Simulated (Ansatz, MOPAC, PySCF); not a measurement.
Dimer: HF (SMILES F) (first 2 atoms) with CHN (SMILES C#N); geometry from B3LYP-D3(BJ)/def2-TZVP.
(charge 0, multiplicity 1):
```xyz
5

F     -0.048    -0.993    -0.137
H      0.037    -0.480     0.644
C      0.311     1.142     3.106
N      0.205     0.515     2.157
H      0.410     1.728     3.993
```

Monomers are frozen at their geometry in the pair; levels with a basis set take the counterpoise correction. Rows marked so take none.

Rows in 6-311+G** carry no dispersion term and start afresh at each structure. The state that PM7 reach isn't checked; PM7 holds dispersion and hydrogen-bond terms.

Programs: Ansatz (an electronic-structure program); MOPAC for PM7 (differences of heats of formation); PySCF for 6-311+G** rows, the dispersion terms. 

Task: Give the interaction energy at the level B3LYP/6-311+G** (no counterpoise).

Result: -343 meV

Task: What interaction energy does PM7 give?

Result: -50 meV

Task: Predict the interaction energy from B3LYP-D4/def2-TZVPPD.

Result: -351 meV
